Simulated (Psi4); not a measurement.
C2H7FGeO2 (SMILES C[O][GeH]([F])[O]C), singlet, geometry from GFN2-xTB; R2SCAN/def2-SVP in Psi4 1.11.

The Psi4 input:
```
memory 2 GB

molecule {
0 1
Ge    0.01559536    0.36016687   -0.07998022
F    -0.09135992    0.54191708    1.66958928
O     1.34028603   -0.67090804   -0.43913832
C     2.69412353   -0.54022914   -0.02947412
O    -1.30673778   -0.59550457   -0.61384655
C    -2.69449915   -0.37410966   -0.40774860
H     0.08441092    1.79134807   -0.53299414
H     3.19423083   -1.46261686   -0.32571732
H     2.77436542   -0.41638710    1.05160569
H     3.17725945    0.30599705   -0.52207265
H    -3.04017459    0.51128509   -0.94513837
H    -2.92687269   -0.26044413    0.65231569
H    -3.20616374   -1.25444188   -0.79772014
}

set {
  basis def2-svp
}

energy('r2scan')
print_variables()
```

It wrote (shortened):

```
   => Loading Basis Set <=

    Name: DEF2-SVP
    Role: ORBITAL
    Keyword: BASIS

         ---------------------------------------------------------
                                   SCF
               by Justin Turney, Rob Parrish, Andy Simmonett
                          and Daniel G. A. Smith
                              RKS Reference
         ---------------------------------------------------------

  ==> Geometry <==

    Molecular point group: c1
    Full point group: C1

    Geometry (in Angstrom), charge = 0, multiplicity = 1:

       Center              X                  Y                   Z               Mass
    ------------   -----------------  -----------------  -----------------  -----------------
         GE           0.015552203925     0.328750126712    -0.094646355409    73.921177761000
         F           -0.091403076075     0.510500336712     1.654923144591    18.998403162730
         O            1.340242873925    -0.702324783288    -0.453804455409    15.994914619570
         C            2.694080373925    -0.571645883288    -0.044140255409    12.000000000000
         O           -1.306780936075    -0.626921313288    -0.628512685409    15.994914619570
         C           -2.694542306075    -0.405526403288    -0.422414735409    12.000000000000
         H            0.084367763925     1.759931326712    -0.547660275409     1.007825032230
         H            3.194187673925    -1.494033603288    -0.340383455409     1.007825032230
         H            2.774322263925    -0.447803843288     1.036939554591     1.007825032230
         H            3.177216293925     0.274580306712    -0.536738785409     1.007825032230
         H           -3.040217746075     0.479868346712    -0.959804505409     1.007825032230
         H           -2.926915846075    -0.291860873288     0.637649554591     1.007825032230
         H           -3.206206896075    -1.285858623288    -0.812386275409     1.007825032230

  Running in c1 symmetry.

  Rotational constants: A =      0.15685  B =      0.05409  C =      0.04524 [cm^-1]
  Rotational constants: A =   4702.30912  B =   1621.60665  C =   1356.18468 [MHz]
  Nuclear repulsion =  522.896708550155154

  Charge       = 0
  Multiplicity = 1
  Electrons    = 76
  Nalpha       = 38
  Nbeta        = 38

  ==> Algorithm <==

  SCF Algorithm Type is DF.
  DIIS enabled.
  MOM disabled.
  Fractional occupation disabled.
  Guess Type is SAD.
  Energy threshold   = 1.00e-06
  Density threshold  = 1.00e-06
  Integral threshold = 1.00e-12

  ==> Primary Basis <==

  Basis Set: DEF2-SVP
    Blend: DEF2-SVP
    Number of shells: 63
    Number of basis functions: 137
    Number of Cartesian functions: 145
    Spherical Harmonics?: true
    Max angular momentum: 2

  ==> DFT Potential <==

   => LibXC <=

    Version 7.1.2
    S. Lehtola, C. Steigemann, M. J. T. Oliveira, and M. A. L. Marques,  SoftwareX 7, 1–5 (2018) (10.1016/j.softx.2017.11.002)

   => Composite Functional: R2SCAN <=

    r2SCAN Meta-GGA XC Functional  (0.1021/acs.jpclett.0c02405)
    J. W. Furness, A. D. Kaplan, J. Ning, J. P. Perdew, J. Sun  J. Phys. Chem. Lett.  11, 8208–8215, 2020

    Deriv               =              1
    GGA                 =           TRUE
    Meta                =           TRUE

    Exchange Hybrid     =          FALSE
    MP2 Hybrid          =          FALSE

   => Exchange Functionals <=

    1.0000   XC_MGGA_X_R2SCAN

   => Correlation Functionals <=

    1.0000   XC_MGGA_C_R2SCAN

   => LibXC Density Thresholds  <==

    XC_MGGA_C_R2SCAN:  1.00E-15
    XC_MGGA_X_R2SCAN:  1.00E-11

   => Molecular Quadrature <=

    Radial Scheme          =       TREUTLER
    Pruning Scheme         =           NONE
    Nuclear Scheme         =       TREUTLER

    Blocking Scheme        =         OCTREE
    BS radius alpha        =              1
    Pruning alpha          =              1
    Radial Points          =             75
    Spherical Points       =            302
[...]
  Using in-core AOs.

  ==> MemDFJK: Density-Fitted J/K Matrices <==

    J tasked:                   Yes
    K tasked:                    No
    wK tasked:                   No
    Algorithm:                 Core
    Schwarz Cutoff:           1E-12
    Mask sparsity (%):       8.9403
    Fitting Condition:        1E-10

   => Auxiliary Basis Set <=

  Basis Set: (DEF2-SVP AUX)
    Blend: DEF2-UNIVERSAL-JKFIT
    Number of shells: 227
    Number of basis functions: 773
    Number of Cartesian functions: 968
    Spherical Harmonics?: true
    Max angular momentum: 5

  Minimum eigenvalue in the overlap matrix is 1.1136273273E-02.
  Reciprocal condition number of the overlap matrix is 2.1575457414E-03.
    Using symmetric orthogonalization.

  ==> Pre-Iterations <==

  SCF Guess: Superposition of Atomic Densities via on-the-fly atomic UHF (no occupation information).

   -------------------------
    Irrep   Nso     Nmo
   -------------------------
     A        137     137
   -------------------------
    Total     137     137
   -------------------------

  ==> Iterations <==

                           Total Energy        Delta E     RMS |[F,P]|

   @DF-RKS iter SAD: -2403.48234380580152   -2.40348e+03   0.00000e+00
   @DF-RKS iter   1: -2405.63970041772427   -2.15736e+00   1.81049e-02 ADIIS/DIIS
   @DF-RKS iter   2: -2403.47982367910981    2.15988e+00   3.39519e-02 ADIIS/DIIS
   @DF-RKS iter   3: -2407.04049917156499   -3.56068e+00   2.39666e-03 ADIIS/DIIS
   @DF-RKS iter   4: -2407.05418680810408   -1.36876e-02   1.80556e-03 ADIIS/DIIS
   @DF-RKS iter   5: -2407.07906239475233   -2.48756e-02   2.18975e-04 ADIIS/DIIS
   @DF-RKS iter   6: -2407.07937017919448   -3.07784e-04   7.09288e-05 DIIS
   @DF-RKS iter   7: -2407.07940337961372   -3.32004e-05   9.42313e-06 DIIS
   @DF-RKS iter   8: -2407.07940402662598   -6.47012e-07   1.19424e-06 DIIS
   @DF-RKS iter   9: -2407.07940403702241   -1.03964e-08   5.91432e-07 DIIS
  Energy and wave function converged.

  ==> Post-Iterations <==

   Electrons on quadrature grid:
      Ntotal   =   75.9999129818 ; deviation = -8.702e-05

    Orbital Energies [Eh]
    ---------------------

    Doubly Occupied:

[...]
    Virtual:

[...]
    Final Occupation by Irrep:
              A
    DOCC [    38 ]
    NA   [    38 ]
    NB   [    38 ]

  @DF-RKS Final Energy: -2407.07940403702241

   => Energetics <=

    Nuclear Repulsion Energy =            522.8967085501551537
    One-Electron Energy =               -4389.9524925490686655
    Two-Electron Energy =                1580.1010255617338771
    DFT Exchange-Correlation Energy =    -120.1246455998428644
    Empirical Dispersion Energy =           0.0000000000000000
    VV10 Nonlocal Energy =                  0.0000000000000000
    Total Energy =                      -2407.0794040370224138

Computation Completed

Properties will be evaluated at   0.000000,   0.000000,   0.000000 [a0]

Properties computed using the SCF density matrix

 Multipole Moments:

 ------------------------------------------------------------------------------------
     Multipole            Electronic (a.u.)      Nuclear  (a.u.)        Total (a.u.)
 ------------------------------------------------------------------------------------

 L = 1.  Multiply by 2.5417464519 to convert [e a0] to [Debye]
 Dipole X            :          0.0426430           -0.0061978            0.0364452
 Dipole Y            :          5.0143166           -4.5120469            0.5022697
 Dipole Z            :          1.7056716           -2.1063385           -0.4006669
 Magnitude           :                                                    0.6435348

 ------------------------------------------------------------------------------------

  Variable Map:
  ----------------------------------------------------------------------------
[...]
  Array Variable Map:
  ----------------------------------------------------------------------------
[...]
[...]
```
